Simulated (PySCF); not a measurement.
hydrogen peroxide (H₂O₂), singlet, geometry from GFN2-xTB. Base run: B3LYP/6-31G** run with PySCF.

Geometry (Å):
```xyz
4

O     -0.0231     0.7100    -0.0126
O      0.0231    -0.7100     0.0126
H      0.9139     0.9425    -0.0326
H     -0.9139    -0.9425     0.0326
```
All else is at PySCF's defaults.
Base energy -151.53726 Eh.

The base run was repeated with changes; each row names its change, and settings that it needs were set with it.

```tsv
change	ΔE vs base (µEh)	SCF cycles
base	0.0	7
init_guess = huckel	0.0	7
init_guess = 1e	0.0	10
conv_tol = 1e-7	0.0	6
init_guess = vsap	0.0	7
DIIS = EDIIS	0.0	49
conv_tol = 1e-4	0.0	5
conv_tol = 1e-11	0.0	8
solver = newton	0.0	-
diis_space = 2	0.0	11
conv_tol = 1e-12	0.0	9
diis_space = 4	0.0	7
level_shift = 0.1 (with mf.max_cycle = 100)	0.0	7
```
